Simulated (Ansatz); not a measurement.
Ti(OH)3(NH2) (H₅NO₃Ti), SMILES [NH2][Ti]([OH])([OH])[OH], multiplicity 1.

Geometry: B3LYP-D3(BJ)/def2-SVP. The spin state was assumed, not searched. The structure was generated by enumeration; whether it is a known compound was not checked. The values are those of a single conformer.

Two levels are set side by side: PBE/def2-SVPD (Ansatz, a first-principles code) and CAM-B3LYP/def2-SVPD (Ansatz). Energy differences of separate SCF runs at the same geometry; the states with an electron removed or added have multiplicity 2 and 2. Differences are taken from unrounded values.

```
quantity                           CAM-B3LYP
---------------------------------  ---------
vertical ionisation energy (eV)         9.72
vertical singlet–triplet gap (eV)       4.27
```

**Question.** What does PBE give, and how far is it from CAM-B3LYP? (An estimate is asked for; the answer gives what the named calculation found.)

**Answer.** 
```csv
quantity,PBE,PBE minus CAM-B3LYP
vertical ionisation energy (eV),9.34,-0.38
vertical singlet–triplet gap (eV),4.53,0.26
```
